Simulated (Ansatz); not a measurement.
Compare A (`CB[SiH](C)N`) with its isomer B (`CBN(C)[SiH3]`).

Calculated with Ansatz (gas phase, PBE0-D4/def2-TZVP geometries, no zero-point term in ΔE). CCSD(T)/CBS adds triple-zeta CCSD(T) − MP2 to the extrapolated MP2 energy (def2 sets, frozen cores). Functionals use def2-TZVPP. Each species was taken in one conformer, which may not be the lowest.

A:

```xyz
15

C    -1.1199    1.9532    0.7247
B    -0.6929    1.1001   -0.5029
Si   -0.0065   -0.7904   -0.3574
C     1.1644   -1.0765    1.0781
N     0.8104   -1.2113   -1.8232
H    -0.7417    1.6301    1.6962
H    -0.9499    3.0261    0.5978
H    -2.2179    1.8429    0.7585
H    -0.8771    1.5759   -1.5939
H    -1.2231   -1.6357   -0.0707
H     1.4929   -2.1188    1.1143
H     0.6699   -0.8545    2.0273
H     2.0520   -0.4456    0.9940
H     0.4467   -0.8600   -2.6945
H     1.1926   -2.1356   -1.9484
```

B:

Z-matrix (Å, degrees):
```
C
B 1 1.568
H 1 1.096 2 109.1
H 1 1.096 2 109.3 3 -114.4
H 1 1.091 2 117.1 3 122.6
N 2 1.407 1 126.1 3 -121.1
H 2 1.203 1 118.2 3 58.7
Si 6 1.747 2 121.3 1 179.7
C 6 1.457 2 124.2 1 -0.0
H 8 1.479 6 109.9 2 0.5
H 8 1.489 6 109.4 2 121.9
H 8 1.489 6 109.5 2 -120.9
H 9 1.095 6 111.1 2 118.4
H 9 1.088 6 110.9 2 -1.8
H 9 1.095 6 111.0 2 -121.9
```

Q: Which isomer does CCSD(T)/CBS put lower? Give the gap. (An estimate is asked.)

A: The calculation gave: B, by 19.1 kcal/mol.

Q: Give E(B) − E(A) in kcal/mol with BLYP-D4, B2PLYP, LDA (SPW92), r2SCAN-D4, MP2/def2-TZVPP, CCSD/def2-TZVPP, ωB97M-V. (Estimate.)

A: Computed: BLYP-D4 -20.2, B2PLYP -20.2, LDA (SPW92) -21.6, r2SCAN-D4 -17.9, MP2/def2-TZVPP -21.1, CCSD/def2-TZVPP -19.9, ωB97M-V -19.5. None reverses the order clearly.

Q: Does the order hold for the free energy at 298.15 K (harmonic terms from PBE0-D4)? (Estimate.)

A: The calculation gave: Yes: G(B) − G(A) = -18.6 kcal/mol, for one conformer each. Modes under 60 cm⁻¹, often nearly free rotors, make the harmonic entropy too high.

Largest T1 diagnostic: 0.012.

Leaving LDA and LC-ωPBE aside and taking each functional with its dispersion term where it has one, the values, not all of them listed here, spread over 3.6 kcal/mol, from CAM-B3LYP-D4 to B97M-V. LDA lies −4.1 kcal/mol from PBE without D4. From BLYP to BHLYP (50 % exact exchange), in def2-TZVPP and without D4, E(B) − E(A) moves by −0.9 kcal/mol.
